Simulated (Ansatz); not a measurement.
Species: SnCl (charge +1, singlet). 
Coordinates optimised at B3LYP-D3(BJ)/def2-TZVP (Ansatz, a first-principles code):
```
Sn
Cl 1 2.2799
```
Charge +1, spin multiplicity 1.

Basis-set convergence of Hartree-Fock and CCSD correlation energies (hartree) with Ansatz. Correlated levels leave the core frozen unless marked. No spin-orbit coupling. The frozen core is the preceding noble-gas configuration, with the filled d and f shells of earlier blocks. Past Kr the def2 sets carry scalar-relativistic core potentials.

| basis | functions | E(HF) | E(corr, CCSD) |
|---|---|---|---|
| def2-SVP | 44 | -672.50044 | -0.20015 |
| def2-TZVPP | 92 | -672.66722 | -0.26551 |
| def2-QZVPP | 152 | -672.68188 | -0.28666 |

Extrapolating the two largest sets (X = 3 and 4) as X^-3: E(corr) = (64·(-0.28666) - 27·(-0.26551))/37 = -0.3021 Eh, an estimate of the basis-set limit. The largest set recovers 94.9 % of it, the smallest 66.3 %.
